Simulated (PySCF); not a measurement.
**Electronic structure of Hf(32+) (hafnium, charge +32) at the r2SCAN level**

Configuration: [Kr] 4d4, high-spin 5D determinant. Calculation: PySCF 2.14, in an even-tempered Gaussian basis (18 s from 2.8 bohr⁻², ratio 2.5; 12 p from 3.6 bohr⁻², ratio 2.5; 9 d from 3.6 bohr⁻², ratio 2.5; 4 f from 16 bohr⁻², ratio 2.7; 3 g from 24 bohr⁻², ratio 2.7); no relativity, point nucleus.

* Total energy: -13775.68 hartree
* One-electron energy: -17050.15 hartree
* Hartree (Coulomb) energy: 3518.72 hartree
* Exchange-correlation energy: -244.26 hartree
* Kinetic energy: 13776.14881 hartree
* ⟨S²⟩: 6.0002
* ⟨L²⟩: 6.003
* Sum of ⟨r⟩: 9.750 bohr
* Sum of ⟨r²⟩: 3.727 bohr²
* Traceless quadrupole moment −½Σ⟨3z² − r²⟩ along its main axis: -0.0612 e·bohr²
* Density at the nucleus (Gaussians lack the cusp): 264000 bohr⁻³
* Spin density at the nucleus: -1.22 bohr⁻³
* Time after the integrals: about 10 core-seconds

```tsv
shell	electrons	mean orbital energy (eV)	spread (eV)	rms radius, mean of both spins (bohr)
1s α	1	-61523.9	0	0.0243
1s β	1	-61523.8	0	0.0243
2s α	1	-11120.5	0	0.0964
2s β	1	-11113.8	0	0.0964
2p α	3	-10692.9	0.695	0.0829
2p β	3	-10688.1	2.056	0.0829
3s α	1	-3458.3	0	0.240
3s β	1	-3456.7	0	0.240
3p α	3	-3265.5	2.726	0.230
3p β	3	-3263.5	3.227	0.230
3d α	5	-2910.6	2.882	0.203
3d β	5	-2906.1	3.769	0.203
4s α	1	-1518.7	0	0.486
4s β	1	-1505.4	0	0.486
4p α	3	-1434.2	1.134	0.488
4p β	3	-1420.7	4.628	0.488
4d α	4	-1285.5	3.612	0.480
```

A non-relativistic calculation at this Z misses sizeable relativistic shifts. Spin-orbit coupling is strong in this species (close to jj coupling), so the high-spin LS determinant is a model state, not a physical level.
